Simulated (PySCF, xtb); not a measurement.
C5H10, SMILES C1(C)(C)CC1.

GFN2-xTB in xtb at its own geometry gives an orbital gap of 9.47 eV and a dipole moment of 0.23 D.

Geometry: PBE0-D3(BJ)/def2-SVP.

### Question
What does PBE/def2-TZVP in PySCF give? (Estimate from the structure and the level; the computed values follow.)

### Answer
gap 6.81 eV (levels -6.33 and 0.48 eV), dipole 0.11 D.
